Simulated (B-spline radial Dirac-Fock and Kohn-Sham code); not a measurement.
# Satellites and hypersatellites of the K lines of Ba⁺

System: Ba⁺, [Xe] 6s1.

Method: Dirac-Fock energy differences between relaxed states, corrected for Breit and QED terms. Computed with a B-spline atomic structure program. Each two-hole energy is an average over J within one jj subconfiguration, not an observable level; in light atoms, where LS coupling holds, the j-resolved values are not observed lines, and for a K spectator the Kα1 hypersatellite is nearly forbidden. Electron correlation is not included.

Lines without a spectator: Kα2 (K-L2) 31813.8 eV, Kα1 (K-L3) 32190.7 eV, Kβ3 (K-M2) 36298.1 eV, Kβ1 (K-M3) 36372.5 eV. Shifts in eV with one spectator hole (a dash: not computed, or left out as unreliable):

```tsv
spectator hole	Kα2	Kα1	Kβ3	Kβ1
K (1s)	+665.4	+692.6	+852.5	+858.5
L2 (2p1/2)	+76.0	+97.3	–	+201.2
L3 (2p3/2)	+70.1	+71.6	+171.9	–
M2 (3p1/2)	–	+12.08	+26.52	+32.0
M3 (3p3/2)	+8.21	–	+26.04	+25.63
M4 (3d3/2)	+1.69	-1.36	–	–
M5 (3d5/2)	-2.06	+0.33	–	–
```

With n spectator holes in 2p, averaged over the 2p shell (energies in eV):

```
n     KαLⁿ   step  hypersatellite KαʰLⁿ
0  32065.0      –               32748.6
1  32143.4  +78.4               32828.5
2  32223.1  +79.7               32909.8
3  32304.1  +81.1               32992.5
4  32386.5  +82.4               33076.5
5  32470.3  +83.8               33161.9
```
